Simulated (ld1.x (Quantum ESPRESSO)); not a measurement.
Cutoff test, Ti, ultrasoft

```json
{
 "Element": "Ti (Z = 22)",
 "Generator": "ld1.x (Quantum ESPRESSO) 7.5",
 "Type": "ultrasoft",
 "Functional": "Wu–Cohen",
 "Relativity": "scalar-relativistic",
 "Frozen core": "[Ar]",
 "Valence charge": "4",
 "Reference configuration": "3d2 4s2 4p0",
 "Partial waves": "4s (bound): rcut 2.05, rcutus 2.90 bohr; 4s channel at 3.05 Ry: rcut 2.05, rcutus 2.90 bohr; 4p (bound, empty): rcut 2.20, rcutus 2.70 bohr; 4p channel at 1.95 Ry: rcut 2.20, rcutus 2.70 bohr; 3d (bound): rcut 1.10, rcutus 1.15 bohr; 3d channel at 4.9 Ry: rcut 1.10, rcutus 1.15 bohr; 4f channel at 0.05 Ry: rc 2.80 bohr",
 "Local potential": "the f channel",
 "Core correction": "none",
 "Augmentation charge": "PSQ, radius 1.10 bohr"
}
```

The pseudo-atom Hamiltonian at the reference potential is diagonalised in spherical Bessel functions j_l(qr) that vanish at 20 bohr, with q² up to the cutoff. All-electron valence levels (Ry): 4s -0.3297, 4p -0.1057, 3d -0.3148.

**Question.** How do the lowest levels (Ry) of each channel move with the cutoff, and are there ghosts?

**Answer.**

| cutoff (Ry) | s #1 | p #1 | d #1 | d #2 | f #1 | Σ f·Δε (mRy) |
| --- | --- | --- | --- | --- | --- | --- |
| 8 | -0.3298 | -0.1057 | 0.0355 | 0.1017 | 0.1049 | 700.8 |
| 15 | -0.3298 | -0.1058 | 0.0258 | 0.0883 | 0.1049 | 681.4 |
| 21 | -0.3298 | -0.1058 | 0.0030 | 0.0734 | 0.1049 | 635.7 |
| 35 | -0.3298 | -0.1058 | -0.1328 | 0.0563 | 0.1049 | 364.1 |
| 50 | -0.3298 | -0.1058 | -0.2748 | 0.0523 | 0.1049 | 80.0 |
| 70 | -0.3298 | -0.1058 | -0.3121 | 0.0516 | 0.1049 | 5.4 |
| 90 | -0.3298 | -0.1058 | -0.3143 | 0.0516 | 0.1049 | 1.0 |
| 120 | -0.3298 | -0.1058 | -0.3146 | 0.0516 | 0.1049 | 0.5 |
| 400 | -0.3298 | -0.1058 | -0.3149 | 0.0516 | 0.1049 | 0.0 |

Result: no extra level below or beside the all-electron valence levels (s, p, d, f tested); 10 mRy is reached at 70 Ry and 1 mRy at 100 Ry.
